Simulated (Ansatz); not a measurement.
One geometry of the cluster Na3Sb, several levels of theory.

```yaml
crystal:
  periodic: [false, false, false]
  atoms:
    - {symbol: Na, position_ang: [2.220937, 0.296696, -0.948573]}
    - {symbol: Na, position_ang: [-1.306355, 1.112824, 1.724979]}
    - {symbol: Na, position_ang: [0.282948, -1.603483, 0.862767]}
    - {symbol: Sb, position_ang: [-1.197531, 0.193952, -1.639172]}
basis:
  gaussian: {orbitals: def2-TZVP, initial_orbitals: start.molden}
magnetization: {spin_polarized: true, initial_magnetization: 4}
hamiltonian: {xc: {name: wB97X-V}}
scf: {omitted_lower_state_checks: [starts]}
output: {orbitals: {seedname: orbitals}}
```

The file start.molden holds the orbitals of an earlier run on this structure, at another level or in another basis.

```sh
$ ansatz run in.yaml --threads 4 --pin off --events-out ev --progress --plain --max-ram 3916MiB
```

It prints (some lines left out):

```
Functional definition: wB97X-V
1267 factors; their error is unknown
458 factors; integrals over basis functions are off by at most 1.9e-5 eV
mean field evaluation 1: about -19781.4627 eV, gradient 2.6e0 eV
mean field evaluation 2: about -19781.5348 eV, gradient 1.6e-1 eV
mean field evaluation 4: about -19781.7032 eV, gradient 3.1e-3 eV
mean field evaluation 8: about -19781.7032 eV, gradient 6.8e-5 eV
mean field -19781.70318972 eV, -726.9641837023 hartree, gradient 1.1e-5 eV, S^2 6.013127; 0 other end points of the search recorded, 0 dependent functions left out
reference -19781.70319292 eV, -726.9641838198 hartree; 30, 26 occupied and 116, 120 virtual orbitals, 1267 factors
Total energy: -19781.70319292 eV, -726.9641838198 hartree
Checks for a lower state left out: starts
```

Hardware: 4 threads of Arm Neoverse V2 on a shared host. Wall time 27 s, peak host memory 0.89 GiB.

First input, but with `hamiltonian: {xc: pbe0, dispersion: d4}` (abridged; 4 s):

```
Functional definition: PBE0
mean field -19777.61546248 eV, -726.8139624969 hartree, gradient 5.1e-6 eV, S^2 6.009816
Total energy: -19777.69754066 eV, -726.8169788142 hartree
Checks for a lower state left out: starts
```

The first input with `hamiltonian: {xc: {name: B2PLYP}}` and without the key `output` (abridged; 5.5 s):

```
Functional definition: B2PLYP
mean field -19767.27137678 eV, -726.4338243589 hartree, gradient 2.5e-6 eV, S^2 6.013943
7 core orbitals not correlated: weight in the atoms' cores, before any rotation towards them, 1.000 or more for the frozen orbitals, at most 0.000 for the correlated occupied ones
second order -25.47185299 eV of doubles, -0.00000000 eV of singles
Total energy: -19774.14892236 eV, -726.6865694970 hartree
Checks for a lower state left out: starts
```

As the first input, with `hamiltonian: {xc: r2scan, dispersion: d4}` (abridged; 7.5 s):

```
Functional definition: r2SCAN
mean field -19785.75264628 eV, -727.1129984859 hartree, gradient 1.1e-5 eV, S^2 6.012454
Total energy: -19785.76886938 eV, -727.1135946740 hartree
Checks for a lower state left out: starts
```

The first input with `gaussian: {orbitals: STO-3G}`, `hamiltonian: {xc: hf}` (abridged; 0.4 s):

```
Functional definition: HF
mean field -183146.81911756 eV, -6730.5214611975 hartree, gradient 2.4e-5 eV, S^2 6.004572
Total energy: -183146.81911756 eV, -6730.5214611975 hartree
Checks for a lower state left out: starts
```

The first input with `correlation: {method: mp2}` and without the key `hamiltonian` (abridged; 2.7 s):

```
Functional definition: HF
mean field -19724.13890589 eV, -724.8487352900 hartree, gradient 2.4e-6 eV, S^2 6.021218
7 core orbitals not correlated: weight in the atoms' cores, before any rotation towards them, 1.000 or more for the frozen orbitals, at most 0.000 for the correlated occupied ones
second order -22.07080302 eV of doubles, -0.00000000 eV of singles
Total energy: -19746.20970891 eV, -725.6598223408 hartree
Checks for a lower state left out: starts
```

As the first input, with `hamiltonian: {xc: {name: BHLYP}, dispersion: d4}` (abridged; 6 s):

```
Functional definition: BHLYP
mean field -19783.05529621 eV, -727.0138726993 hartree, gradient 1.5e-5 eV, S^2 6.012289
Total energy: -19783.26239303 eV, -727.0214833671 hartree
Checks for a lower state left out: starts
```

Geometry: r2SCAN-D4/def2-TZVP.

In the def2 sets Sb takes a core potential, while STO-3G treats all electrons; there is no spin–orbit coupling. Correlated methods freeze 7 core orbitals; core or outer-core shells of Na, Sb are correlated, in sets that lack core-valence functions. At HF/STO-3G the highest occupied level of the charge 0 quintet lies above zero (up to 3.53 eV). In Hartree–Fock with STO-3G the lack of diffuse functions raises the level. At PBE0-D4/def2-TZVP a singlet of charge 0 lies 2.26 eV below the quintet, each at its own geometry. The structure comes from a short search, and lower isomers may exist.
